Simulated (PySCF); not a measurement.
Give a PBE0-D3(BJ)/def2-SVP geometry of `CC=C=C(C(F)(F)F)C`.

```
atom  x, y, z in Å
C1     2.731    0.245   -0.230
C2     1.652    0.268    0.810
C3     0.380    0.066    0.583
C4    -0.897   -0.137    0.353
C5    -1.582   -1.472    0.408
C6    -1.776    1.036    0.010
F7    -1.112    2.186   -0.041
F8    -2.761    1.175    0.910
F9    -2.368    0.855   -1.180
H10    2.327    0.021   -1.226
H11    3.494   -0.510    0.017
H12    3.243    1.220   -0.273
H13    1.952    0.484    1.845
H14   -0.871   -2.263    0.677
H15   -2.032   -1.716   -0.567
H16   -2.394   -1.457    1.152
```

Orientation and origin are arbitrary. Atoms count from 1 in this order. The C–C distances run from 1.308 Å (C2=C3, drawn double) to 1.505 Å (C4–C6, drawn single), a spread of 0.197 Å. Of the pairs four or more bonds apart, F9···H15 is among the closest relative to their van der Waals radii: 2.66 Å, 100 % of the sum of Bondi's values.

Bonds between heavy atoms (Å): C1–C2 1.498, C2=C3 1.308, C3=C4 1.313, C4–C5 1.502, C4–C6 1.505, C6–F7 1.329, C6–F8 1.342, C6–F9 1.341.

Method: PBE0-D3(BJ)/def2-SVP geometry optimisation, gas phase (PySCF).

Point group: C1 (no symmetry element, even within 0.4 Å). Stationary, but not proved a minimum.

The run took 2.0 min on one thread of an Arm Neoverse V1, on a shared host, and the process peaked at 0.77 GiB of memory. These figures are those of the optimisation.
